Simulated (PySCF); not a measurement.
**Electron correlation in Al (aluminium, neutral)**

[Ne] 3s1 3p2, high-spin 4P determinant (an excited configuration). Computed with PySCF 2.14 in aug-cc-pVDZ-DK, with scalar relativity by spin-free X2C-1e. Frozen: [Ne]; 3 electrons correlated.

MP2 pair energies summed by pair of shells (mhartree):

| pair | energy | share (%) |
| --- | --- | --- |
| 3p-3p | -4.56 | 60.8 |
| 3s-3p | -2.94 | 39.2 |

Total MP2 correlation energy: -7.49 mhartree.

Same-spin part -7.49 and opposite-spin part 0.00 mhartree; SCS-MP2 scales them by 1/3 and 6/5 to -2.50 mhartree.
